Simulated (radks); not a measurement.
The numbers below are computed, except where a source is named.
Isoelectronic series with 15 electrons, each ion in its NIST ground configuration. Code: a radial shooting solver on a logarithmic mesh with Libxc functionals. Model: scalar-relativistic Kohn-Sham, PBEsol, spin-unpolarised, spherical densities, finite nucleus; Fermi nuclear charge, rms radius of each element as measured or else 0.836 A^(1/3) + 0.57 fm. Total energies (hartree) and orbital eigenvalues (eV):

| ion | configuration | E (hartree) | 3p | 3s | 2p | 2s |
|---|---|---|---|---|---|---|
| P | [Ne] 3s2 3p3 | -341.31315 | -5.4797 | -13.9172 | -124.3309 | -173.5687 |
| V8+ | [Ne] 3s2 3p3 | -925.23054 | -188.9836 | -216.9587 | -676.4168 | -774.6656 |
| Ga16+ | [Ne] 3s2 3p3 | -1810.69022 | -573.2769 | -623.4950 | -1676.158 | -1835.799 |
| Ag32+ | [Ne] 3s2 3p3 | -4522.86991 | -1941.629 | -2058.550 | -5029.007 | -5396.559 |
| Eu48+ | [Ne] 3s2 3p3 | -8591.1474 | -4137.662 | -4392.084 | -10256.84 | -11092.10 |
| Lu56+ | [Ne] 3s2 3p3 | -11190.8520 | -5561.952 | -5937.593 | -13611.72 | -14870.37 |

Estimate the row of Cs40+ ([Ne] 3s2 3p3).

Answer. E (hartree) -6377.6119; 3p -2933.350; 3s -3105.884; 2p -7401.726; 2s -7955.415.
